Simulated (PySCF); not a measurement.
C₂H₃ClF₂Si, SMILES C(/Cl)=C/[SiH](F)F. Atoms are numbered in the order given.

```xyz
9

F      2.0586    -1.5975    -0.3622
Si     1.0660    -0.3184    -0.1629
F      1.1541     0.5588    -1.5337
C     -0.6435    -1.0092     0.0795
C     -1.7048    -0.2976     0.5024
Cl    -1.6353     1.4077     0.8431
H      1.5796     0.5167     0.9583
H     -0.8170    -2.0837    -0.1076
H     -2.7105    -0.7166     0.6699
```
Charge 0, spin multiplicity 1.

Coordinates come from a PBE-D3(BJ)/def2-SVP optimisation. The structure was generated by enumeration; whether it is a known compound was not checked. The values are those of a single conformer.

These are PySCF with B3LYP/pcSseg-1 values and carry that method's errors.

GIAO shieldings, no solvent; atoms listed in one row are averaged. δ = σ(ref) − σ: ¹⁹F against CFCl3 (σ = 161.7 ppm); ²⁹Si against TMS (σ = 338.7 ppm); ¹³C against TMS (σ = 181.3 ppm); ³⁵Cl against HCl (σ = 933.3 ppm); ¹H against TMS (σ = 31.68 ppm), references at their B3LYP-D3(BJ)/def2-TZVP geometries, non-relativistic (without spin–orbit terms, shifts of atoms bonded to Cl or Br come out too high).

```
nucleus  atoms  count  δ (ppm)
-------  -----  -----  -------
¹⁹F         F3      1   -154.9
¹⁹F         F1      1   -164.9
²⁹Si       Si2      1    -25.4
¹³C         C5      1    163.7
¹³C         C4      1    134.7
³⁵Cl       Cl6      1    285.9
¹H          H9      1     7.42
¹H          H8      1     6.28
¹H          H7      1     5.69
```
